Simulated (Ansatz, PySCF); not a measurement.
Molecule: sum formula H2SeF (charge +1, singlet). It need not be the lowest isomer of its formula. 
Coordinates optimised at B3LYP-D3(BJ)/def2-TZVP (Ansatz, an electronic-structure program):
SMILES: F[SeH2+]
```xyz
4

Se    -0.2187    -0.1270     0.2222
H     -0.5961    -1.2067    -0.7381
F      0.7976     0.7220    -0.8489
H      0.8545    -0.9747     0.8222
```
Charge +1, spin multiplicity 1.

Total electronic energies in hartree. Correlated levels leave the core frozen unless marked. Spin-orbit coupling is left out. Frozen are the shells of the preceding noble gas and the d and f shells that filled before the atom's block. No relativistic terms. CBS(X,Y): correlation extrapolated as X^-3; Hartree-Fock from the larger set.

```tsv
level	program	energy (Eh)
HF/cc-pVDZ	Ansatz	-2500.05664
HF-D3(BJ)/def2-TZVPD	PySCF + dftd3	-2500.16025
PBE-D3(BJ)/def2-TZVPD	Ansatz + dftd3	-2501.83197
revPBE-D4/def2-TZVPD	Ansatz + dftd4	-2502.06136
BP86-D4/def2-TZVPD	PySCF + dftd4	[?]
B3LYP-D3(BJ)/def2-TZVPD	Ansatz + dftd3	-2502.32179
PBE0/6-31G*	Ansatz	-2501.54833
PBE0-D3(BJ)/def2-TZVPD	Ansatz + dftd3	-2501.90207
PBE0/def2-TZVP	Ansatz	-2501.89931
PBE0/def2-QZVPP	Ansatz	-2501.95736
TPSSh-D3(BJ)/def2-TZVPD	PySCF + dftd3	-2502.21728
TPSSh-D4/def2-TZVPD	PySCF + dftd4	-2502.21689
HSE06/def2-TZVPD	Ansatz	-2501.89982
wB97X-V/def2-TZVPD	Ansatz	-2502.02517
B2PLYP-D3(BJ)/def2-TZVPD	Ansatz + dftd3	-2501.81306
MP2/STO-3G	Ansatz	-2472.48952
MP2/cc-pVQZ	Ansatz	-2500.64383
RI-MP2/def2-QZVPP	Ansatz	-2500.64493
RI-MP2/CBS(cc-pVTZ,cc-pVQZ)	Ansatz	-2500.6705
SCS-MP2/def2-SVP	Ansatz	-2500.01599
CCSD/def2-TZVPP	Ansatz	-2500.57356
CCSD/CBS(cc-pVTZ,cc-pVQZ)	Ansatz	-2500.6838
CCSD(T)/CBS(cc-pVTZ,cc-pVQZ)	Ansatz	-2500.7022
```

**Question.** Complete the blanks.

**Answer.** 
- BP86-D4/def2-TZVPD, energy (Eh): -2502.56153
